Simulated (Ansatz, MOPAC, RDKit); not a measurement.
Species: N-dibromoboranyl-N-methylmethanamine, C$_{2}$H$_{6}$BBr$_{2}$N (charge 0, singlet). SMILES: CN(B(Br)Br)C

Atoms: C1, N2, C3, B4, Br5, Br6, H7, H8, H9, H10, H11, H12. Bonds: C1-N2, C1-H7, C1-H8, C1-H9, N2-C3, N2-B4, C3-H10, C3-H11, C3-H12, B4-Br5, B4-Br6.

Bond lengths (Å) and angles (degrees) optimised at UFF with RDKit; PM6 with MOPAC; PBE/6-31G* with LANL2DZ past Ar with Ansatz (a quantum-chemistry and plane-wave program), each started from the B3LYP-D3(BJ)/def2-TZVP structure (Ansatz) of the last column. A row stands for all coordinates that are equal there; 8 of 13 kinds are shown. 6-31G* holds six Cartesian d functions. At PM6 the structure is a saddle point. No wavenumbers were computed at UFF, PBE/6-31G* with LANL2DZ past Ar, so these may be saddle points.

```csv
coordinate,UFF,PM6,PBE/6-31G* with LANL2DZ past Ar,B3LYP-D3(BJ)/def2-TZVP
C1-N2,1.470,1.477,1.466,1.460
C1-H7,1.111 to 1.114,1.105,1.106,1.093
C1-H9,1.112,1.105,1.097,1.084
N2-B4,1.544,1.367,1.400,1.385
B4-Br5,2.003 to 2.013,1.903,1.975,1.946
C1-N2-C3,110.0,111.9,111.4,111.6
C1-N2-B4,109.8 to 112.0,124.0,124.3,124.2
N2-B4-Br5,119.3 to 122.8,120.1,122.0,122.2
```

A range marks coordinates that this level makes unequal.

Mean signed difference of all 11 bond lengths from B3LYP-D3(BJ)/def2-TZVP: UFF 0.040 Å, PM6 0.002 Å, PBE/6-31G* with LANL2DZ past Ar 0.014 Å.
